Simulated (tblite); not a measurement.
Species: C6H10O (charge +1 and doublet state).
Bonds: C1–O2, O2–C3, C3–C4, C4–C5, C5–C6, C6–C7, C4–C7. Hydrogens: H8, H9, H10 on C1; H11 on C3; H12, H13 on C5; H14, H15 on C6; H16, H17 on C7.

Computed geometry: GFN2-xTB, gas phase. This method treats the open shell by occupation alone, without spin polarisation.

(1) Give the optimised bond lengths and angles.

## Answers

(1) 
```json
{"bond": "C1–O2", "length (pm)": "141.2", "order": "single"}
{"bond": "O2–C3", "length (pm)": "130.3", "order": "single"}
{"bond": "C3–C4", "length (pm)": "137.7", "order": "single"}
{"bond": "C4–C5", "length (pm)": "147.7", "order": "single"}
{"bond": "C5–C6", "length (pm)": "153.4", "order": "single"}
{"bond": "C6–C7", "length (pm)": "153.6", "order": "single"}
{"bond": "C4–C7", "length (pm)": "147.7", "order": "single"}
{"bond": "C1–H8, C1–H9, C1–H10", "length (pm)": "109.2", "order": "single"}
{"bond": "C3–H11", "length (pm)": "109.0", "order": "single"}
{"bond": "C5–H12, C5–H13", "length (pm)": "109.3", "order": "single"}
{"bond": "C6–H14, C6–H15", "length (pm)": "108.7", "order": "single"}
{"bond": "C7–H16, C7–H17", "length (pm)": "109.3", "order": "single"}
```

Bonds in one row agree within 1 pm and their mean is given. Orders are formal, as drawn. A selection of angles:
```json
{"angle": "O2–C1–H8", "degrees": "110.8"}
{"angle": "O2–C1–H10", "degrees": "106.5"}
{"angle": "H8–C1–H9", "degrees": "108.5"}
{"angle": "C1–O2–C3", "degrees": "120.2"}
{"angle": "O2–C3–C4", "degrees": "120.7"}
{"angle": "O2–C3–H11", "degrees": "119.4"}
{"angle": "C4–C3–H11", "degrees": "119.9"}
{"angle": "C3–C4–C5", "degrees": "133.7"}
{"angle": "C3–C4–C7", "degrees": "132.9"}
{"angle": "C5–C4–C7", "degrees": "93.4"}
{"angle": "C4–C5–C6", "degrees": "88.9"}
{"angle": "C4–C5–H12", "degrees": "115.0"}
{"angle": "C6–C5–H12", "degrees": "116.3"}
{"angle": "H12–C5–H13", "degrees": "105.6"}
{"angle": "C5–C6–C7", "degrees": "88.9"}
{"angle": "C5–C6–H14", "degrees": "114.7"}
{"angle": "C7–C6–H14", "degrees": "114.6"}
{"angle": "H14–C6–H15", "degrees": "108.2"}
{"angle": "C6–C7–H16", "degrees": "116.0"}
{"angle": "C4–C7–C6", "degrees": "88.9"}
{"angle": "C4–C7–H16", "degrees": "115.1"}
{"angle": "H16–C7–H17", "degrees": "105.8"}
```

Torsions: C1–O2–C3–C4 180° (antiperiplanar); O2–C3–C4–C5 0° (synperiplanar); C3–C4–C5–C6 -179° (antiperiplanar); C4–C5–C6–C7 0° (synperiplanar); C5–C6–C7–C4 0° (synperiplanar); C3–C4–C7–C6 179° (antiperiplanar). The mirror-image conformer, all signs reversed, is as good.

The 2 C–O bonds span 1.303 Å (O2–C3, drawn single) to 1.412 Å (C1–O2, drawn single), a spread of 0.109 Å. O2 (oxygen bonded to 2 C) is bent (angle 120.2°). The 4-membered ring C4–C5–C6–C7 has internal angles of 88.9° to 93.4°; it is planar, 0.00 Å rms from its mean plane, widest ring torsion 0°. The C–C distances run from 1.377 Å (C3–C4, drawn single) to 1.536 Å (C6–C7, drawn single), a spread of 0.159 Å. The 7 heavy atoms lie in one plane (0.005 Å rms). C3 (carbon bonded to C, O and H) is planar (angles 120.7°, 119.9° and 119.4°, sum 360.0°, 0.00 Å off the plane of its three neighbours). C4 (carbon bonded to 3 C) is planar (angles 133.7°, 132.9° and 93.4°, sum 360.0°, 0.00 Å off the plane of its three neighbours).

Point group: near Cs, missed by 0.15 Å at most; the miss may be what the optimiser left on a soft mode. GFN2-xTB frequencies show an imaginary mode (110i cm⁻¹), so the point is no minimum at that level.
